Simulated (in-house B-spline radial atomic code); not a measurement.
# B3LYP (VWN-RPA) excitations of Mo6+

Method: B3LYP (VWN-RPA). Computed with an all-electron radial atomic-structure program (B-spline basis): linear response of the closed shell [Ar] 3d10 4s2 4p6 with the functional's adiabatic kernel; scalar-relativistic (spin-free one-electron X2C), finite nucleus, no spin-orbit coupling, no double excitations, S, P, D and F terms only; shells from n = 2 respond. Only terms of natural parity with L up to 3 were computed.

Command:
```bash
python run_td.py task.json out
```
Settings (radii: box in bohr, nucleus in fm):
```
Z                        42
electrons                36
configuration            [Ar] 3d10 4s2 4p6
hamiltonian              x2c
method                   b3lyp
box_radius               14.35
rms_radius               4.4091
intervals                70
```

Cost of the run: 1.3 s on 1 thread of AMD EPYC 9R14 (Zen 4), with other jobs on the host.

The lowest states, in the order of their Tamm-Dancoff energies; the method's threshold (minus the highest occupied level) is 119.21 eV. Labels give the largest channel, * marks a mixed state, and oscillator strengths are full-response dipole values. Semilocal kernels can invert the small singlet-triplet splittings of Rydberg terms. Energies in eV:

```json
{"state": "4p → 4d 3P", "full response": "38.38", "Tamm-Dancoff": "38.47", "oscillator strength": "-"}
{"state": "4p → 4d 3F", "full response": "38.88", "Tamm-Dancoff": "39.02", "oscillator strength": "-"}
{"state": "4p → 4d 1F", "full response": "41.76", "Tamm-Dancoff": "41.78", "oscillator strength": "-"}
{"state": "4p → 4d 1P", "full response": "51.30", "Tamm-Dancoff": "53.13", "oscillator strength": "5.48"}
{"state": "4p → 5s 3P", "full response": "57.99", "Tamm-Dancoff": "58.00", "oscillator strength": "-"}
{"state": "4p → 5s 1P", "full response": "58.81", "Tamm-Dancoff": "58.83", "oscillator strength": "0.616"}
{"state": "4p → 5p 3S", "full response": "?", "Tamm-Dancoff": "?", "oscillator strength": "-"}
{"state": "4p → 5p 3D", "full response": "66.68", "Tamm-Dancoff": "66.70", "oscillator strength": "-"}
{"state": "4p → 5p 1D", "full response": "67.27", "Tamm-Dancoff": "67.27", "oscillator strength": "-"}
{"state": "4s → 4d 3D", "full response": "?", "Tamm-Dancoff": "?", "oscillator strength": "-"}
```

Problem. Where does 4p → 5p 3S lie?

Solution. At 66.07 eV in full response, 66.10 eV in Tamm-Dancoff.

Problem. Where does 4s → 4d 3D lie?

Solution. At 67.81 eV in full response, 67.86 eV in Tamm-Dancoff.

Problem. How large is the singlet-triplet splitting of 4p → 4d (F terms) in Tamm-Dancoff?

Solution. 2.76 eV, from the unrounded values.

Problem. What polarisabilities and dispersion coefficient does the method give?

Solution. Dipole 1.789 bohr³, quadrupole 2.566 bohr⁵, C6 4.973 hartree·bohr⁶ for two such species.
